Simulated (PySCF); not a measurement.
Compound: C₉H₁₆.
SMILES with atom numbers: `[CH2:1]=[C:2]([CH3:3])[C:4](=[CH2:5])[C:6]([CH3:7])([CH3:8])[CH3:9]` (hydrogens: H10, H11 on C1; H12, H13, H14 on C3; H15, H16 on C5; H17, H18, H19 on C7; H20, H21, H22 on C8; H23, H24, H25 on C9)

The same species was optimised twice, with GFN2-xTB and with PBE0-D3(BJ)/def2-SVP (PySCF), and the same property calculations (PySCF, gas phase) were run on both structures.

```json
{"coordinate": "C1=C2 (Å)", "GFN2-xTB": "1.324", "PBE0-D3(BJ)/def2-SVP": "1.339", "change": "+0.015"}
{"coordinate": "C4=C5 (Å)", "GFN2-xTB": "1.325", "PBE0-D3(BJ)/def2-SVP": "1.339", "change": "+0.014"}
{"coordinate": "C4–C6 (Å)", "GFN2-xTB": "1.521", "PBE0-D3(BJ)/def2-SVP": "1.531", "change": "+0.010"}
{"coordinate": "C2–C4 (Å)", "GFN2-xTB": "1.490", "PBE0-D3(BJ)/def2-SVP": "1.499", "change": "+0.009"}
{"coordinate": "C6–C9 (Å)", "GFN2-xTB": "1.534", "PBE0-D3(BJ)/def2-SVP": "1.536", "change": "+0.002"}
{"coordinate": "C6–C7 (Å)", "GFN2-xTB": "1.531", "PBE0-D3(BJ)/def2-SVP": "1.528", "change": "-0.003"}
{"coordinate": "C2–C3 (Å)", "GFN2-xTB": "1.501", "PBE0-D3(BJ)/def2-SVP": "1.502", "change": "+0.001"}
{"coordinate": "C6–C8 (Å)", "GFN2-xTB": "1.534", "PBE0-D3(BJ)/def2-SVP": "1.534", "change": "0.000"}
{"coordinate": "C4–C6–C8 (°)", "GFN2-xTB": "109.3", "PBE0-D3(BJ)/def2-SVP": "110.1", "change": "+0.8"}
{"coordinate": "C3–C2–C4 (°)", "GFN2-xTB": "115.4", "PBE0-D3(BJ)/def2-SVP": "116.1", "change": "+0.7"}
{"coordinate": "C4–C6–C9 (°)", "GFN2-xTB": "109.8", "PBE0-D3(BJ)/def2-SVP": "109.1", "change": "-0.7"}
{"coordinate": "C5–C4–C6 (°)", "GFN2-xTB": "124.3", "PBE0-D3(BJ)/def2-SVP": "123.7", "change": "-0.6"}
{"coordinate": "C1–C2–C4 (°)", "GFN2-xTB": "122.4", "PBE0-D3(BJ)/def2-SVP": "121.9", "change": "-0.5"}
{"coordinate": "C2–C4–C5 (°)", "GFN2-xTB": "117.7", "PBE0-D3(BJ)/def2-SVP": "118.2", "change": "+0.5"}
{"coordinate": "C4–C6–C7 (°)", "GFN2-xTB": "111.9", "PBE0-D3(BJ)/def2-SVP": "111.7", "change": "-0.2"}
{"coordinate": "C7–C6–C9 (°)", "GFN2-xTB": "108.4", "PBE0-D3(BJ)/def2-SVP": "108.6", "change": "+0.2"}
{"coordinate": "C1–C2–C4–C5 (°)", "GFN2-xTB": "99", "PBE0-D3(BJ)/def2-SVP": "97", "change": "-2"}
{"coordinate": "C2–C4–C6–C7 (°)", "GFN2-xTB": "-174", "PBE0-D3(BJ)/def2-SVP": "-170", "change": "+4"}
```

Rotational constants: A = 2245, B = 1230, C = 1165 MHz (GFN2-xTB) against A = 2214, B = 1214, C = 1158 MHz (PBE0-D3(BJ)/def2-SVP). Point groups within 0.08 Å: C1 and C1.

On the GFN2-xTB structure: HOMO (eV) -6.97 [PBE0/pcSseg-1]; LUMO (eV) 0.28 [PBE0/pcSseg-1]; dipole (D) 0.46 [PBE0/pcSseg-1]; GIAO shielding of C1 (ppm) 66.9 [PBE0/pcSseg-1]; GIAO shielding of C2 (ppm) 29.7 [PBE0/pcSseg-1]; GIAO shielding of C3 (ppm) 154.5 [PBE0/pcSseg-1]; GIAO shielding of C4 (ppm) 15.5 [PBE0/pcSseg-1]; GIAO shielding of C5 (ppm) 71.4 [PBE0/pcSseg-1]; GIAO shielding of C6 (ppm) 148.5 [PBE0/pcSseg-1]; GIAO shielding of C7/C8/C9 (mean) (ppm) 155.9 [PBE0/pcSseg-1].

**Question.** What do these properties become on the PBE0-D3(BJ)/def2-SVP structure?

**Answer.** 
| property | level | on GFN2-xTB | on PBE0-D3(BJ)/def2-SVP | change |
| --- | --- | --- | --- | --- |
| HOMO (eV) | PBE0/pcSseg-1 | -6.97 | -6.99 | -0.02 |
| LUMO (eV) | PBE0/pcSseg-1 | 0.28 | 0.25 | -0.03 |
| dipole (D) | PBE0/pcSseg-1 | 0.46 | 0.47 | +0.01 |
| energy, GFN2-xTB geometry as zero (kcal/mol) | PBE0/pcSseg-1 | 0.0 | -0.9 | -0.9 |
| GIAO shielding of C1 (ppm) | PBE0/pcSseg-1 | 66.9 | 62.9 | -4.0 |
| GIAO shielding of C2 (ppm) | PBE0/pcSseg-1 | 29.7 | 26.6 | -3.1 |
| GIAO shielding of C3 (ppm) | PBE0/pcSseg-1 | 154.5 | 153.6 | -0.9 |
| GIAO shielding of C4 (ppm) | PBE0/pcSseg-1 | 15.5 | 13.2 | -2.3 |
| GIAO shielding of C5 (ppm) | PBE0/pcSseg-1 | 71.4 | 67.4 | -4.0 |
| GIAO shielding of C6 (ppm) | PBE0/pcSseg-1 | 148.5 | 147.2 | -1.3 |
| GIAO shielding of C7/C8/C9 (mean) (ppm) | PBE0/pcSseg-1 | 155.9 | 153.7 | -2.2 |

The heavy atoms differ by 0.050 Å rms after alignment. Among bonds between heavy atoms C1=C2 and C4=C5 change most and about equally (+0.014 to +0.015 Å). Changes are differences of the printed values. Neither structure is proved a minimum here.

Shape of the structure used: `[CH2:1]=[C:2]([CH3:3])[C:4](=[CH2:5])[C:6]([CH3:7])([CH3:8])[CH3:9]`: C1–C2–C4–C5 97°, C2–C4–C6–C7 -170°.
